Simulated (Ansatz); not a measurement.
C2H9FOSi2, SMILES C[Si](C)(F)O[SiH3].

The structure is a stationary point at ωB97X-D3(BJ)/def2-SVP. Other conformers were not sampled.

Two levels are set side by side: PBE/def2-SVPD (Ansatz, a program for electronic structure) and CAM-B3LYP/def2-SVPD (Ansatz). Energy differences of separate SCF runs at the same geometry; the states with an electron removed or added have multiplicity 2 and 2. Differences are taken from unrounded values.

```tsv
quantity	CAM-B3LYP
vertical ionisation energy (eV)	10.64
vertical singlet–triplet gap (eV)	7.45
```

Question: What does PBE give, and how far is it from CAM-B3LYP? (An estimate is asked for; the answer gives what the named calculation found.)

Answer: 
```json
[
 {"quantity": "vertical ionisation energy (eV)", "PBE": "9.76", "PBE minus CAM-B3LYP": "-0.88"},
 {"quantity": "vertical singlet–triplet gap (eV)", "PBE": "6.38", "PBE minus CAM-B3LYP": "-1.07"}
]
```
